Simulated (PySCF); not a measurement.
**Electron correlation in Zr²⁺ (zirconium, charge +2)**

Starting occupation: [Kr] 4d2, 4d3/2 with m_j = +1/2, +3/2. All numbers are calculated (PySCF 2.14, X2C-1e with screened-nucleus spin-orbit coupling, Gaussian nucleus, in x2c-SVPall-2c). Frozen: [Ar] 3d10; 10 electrons correlated; the 6 highest virtual spinors left out.

MP2 pair energies summed by pair of shells (mhartree):

| pair | energy | share (%) |
| --- | --- | --- |
| 4p-4p | -91.99 | 56.8 |
| 4d-4p | -44.98 | 27.8 |
| 4p-4s | -14.60 | 9.0 |
| 4s-4s | -4.33 | 2.7 |
| 4d-4d | -2.98 | 1.8 |
| 4d-4s | -2.94 | 1.8 |

Total MP2 correlation energy: -161.82 mhartree.

The GHF reference relaxed away from the jj start to a determinant that is no pure jj level (⟨S²⟩ = 1.99, ⟨J²⟩ = 7.43); the energies belong to that determinant.

This basis was not built for core-valence correlation, so the inner-shell part is incomplete.
